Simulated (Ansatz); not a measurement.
`[CH3][Al]([SH])[Cl]` → `[CH3][Al][SH]`• + Cl•  (homolysis of the Al–Cl bond)

Calculated with Ansatz (gas phase, PBE0-D4/def2-TZVP geometries, no zero-point term in ΔE). CBS: MP2 limit from def2 TZ/QZ plus the TZ coupled-cluster correction, frozen cores. This one scheme is used for every species, atoms too. Functionals use def2-TZVPP. HSE06 is defined as in plane-wave codes. Open shells (•) are unrestricted, without spin–orbit coupling. Spin–orbit coupling would lower the free atoms: a little for Cl. One conformer a species, not always the lowest.

`[CH3][Al]([SH])[Cl]`:

```xyz
8

C    -0.475    0.490    1.221
Al    0.339   -0.270   -0.359
S    -0.531   -0.024   -2.339
Cl    2.119   -1.379   -0.230
H     0.219    1.170    1.723
H    -1.386    1.043    0.983
H    -0.728   -0.296    1.938
H     0.443   -0.734   -2.935
```

`[CH3][Al][SH]`•:

```xyz
7

C     0.102   -0.422   -1.155
Al    0.435   -0.413    0.781
S    -0.525    1.237    1.886
H     0.793   -1.066   -1.702
H     0.181    0.596   -1.551
H    -0.916   -0.777   -1.345
H    -0.070    0.845    3.087
```

(1) What is ΔE at CCSD(T)/CBS? (Estimate.)

(2) What do these levels give: LDA (SPW92), PBE-D4, B97M-V, HSE06-D4, PBE-QIDH, BLYP, r2SCAN, HSE06, CCSD(T)/def2-SVP, HF/CBS(def2), MP2/CBS(def2), CCSD/CBS(def2)? (An estimate is asked.)

(3) What do rigid-rotor, harmonic-oscillator terms from PBE0-D4/def2-TZVP frequencies (298.15 K, 1 bar) make of the CCSD(T)/CBS value? (Estimate.)

Largest T1 diagnostic among the species: 0.014.

## Answers

(1) Ansatz gave: +512.0 kJ/mol.

(2) Ansatz gave: LDA (SPW92) 547.4, PBE-D4 494.4, B97M-V 515.9, HSE06-D4 495.5, PBE-QIDH 504.2, BLYP 470.7, r2SCAN 498.0, HSE06 491.3, CCSD(T)/def2-SVP 475.2, HF/CBS(def2) 396.9, MP2/CBS(def2) 532.0, CCSD/CBS(def2) 503.9 kJ/mol.

(3) Computed: ΔZPE = -6.6 kJ/mol, ΔH = +508.1 kJ/mol, ΔS = 139 J/(mol·K), ΔG = +466.7 kJ/mol. Open shells count their whole term as degenerate. Modes under 50 cm⁻¹ make the entropy rough.

From BLYP to BHLYP (50 % exact exchange), in def2-TZVPP and without D4, ΔE moves by +9.3 kJ/mol. Leaving LDA and LC-ωPBE aside and taking each functional with its dispersion term where it has one, the values, not all of them listed here, spread over 37.7 kJ/mol, from revPBE-D4 to ωB97M-V. LDA lies +57.7 kJ/mol from PBE without D4, its usual overbinding. The D4 term adds +7.5 kJ/mol with B3LYP and +4.3 kJ/mol with PBE0; it sums over pairs of atoms, weighted by their polarisabilities, and B3LYP, whose exchange is more repulsive, gets the larger term.

B3LYP here is the variant with VWN-RPA as its local correlation; programs differ in this.
